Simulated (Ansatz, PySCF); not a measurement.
System: CH₃AlF, charge 0, multiplicity 2. It need not be the lowest isomer of its formula. 
Geometry from a B3LYP-D3(BJ)/def2-TZVP (Ansatz, a program for electronic structure) optimisation:
```xyz
6

Al     0.5137    -0.1059     0.2760
C     -0.0666     1.3295    -0.9526
H     -0.9280     1.8408    -0.5137
H     -0.3838     0.8772    -1.8965
H      0.7177     2.0590    -1.1523
F     -0.6316    -1.2642     0.6323
```
Charge 0, spin multiplicity 2.

Dipole moments at this geometry, in debye (magnitudes).

```json
[
 {"level": "SVWN5/def2-TZVPD", "program": "Ansatz", "dipole (D)": "2.00"},
 {"level": "PBE/def2-TZVPD", "program": "Ansatz", "dipole (D)": "1.93"},
 {"level": "revPBE/def2-TZVPD", "program": "Ansatz", "dipole (D)": "1.89"},
 {"level": "BP86/def2-TZVPD", "program": "PySCF", "dipole (D)": "1.91"},
 {"level": "r2SCAN/def2-TZVPD", "program": "Ansatz", "dipole (D)": "___"},
 {"level": "B97M-V/def2-TZVPD", "program": "Ansatz", "dipole (D)": "1.94"},
 {"level": "TPSSh/def2-TZVPD", "program": "PySCF", "dipole (D)": "1.89"},
 {"level": "r2SCANh/def2-TZVPD", "program": "Ansatz", "dipole (D)": "1.92"},
 {"level": "r2SCAN0/def2-TZVPD", "program": "Ansatz", "dipole (D)": "1.96"},
 {"level": "HSE06/def2-TZVPD", "program": "Ansatz", "dipole (D)": "1.97"},
 {"level": "LC-wPBE/def2-TZVPD", "program": "Ansatz", "dipole (D)": "1.92"},
 {"level": "wB97M-V/def2-TZVPD", "program": "Ansatz", "dipole (D)": "1.99"},
 {"level": "CCSD(T)/aug-cc-pV(D+d)Z", "program": "Ansatz", "dipole (D)": "___"}
]
```

Q: Fill in the missing entries.

A: 
- r2SCAN/def2-TZVPD, dipole (D): 1.90
- CCSD(T)/aug-cc-pV(D+d)Z, dipole (D): 1.89
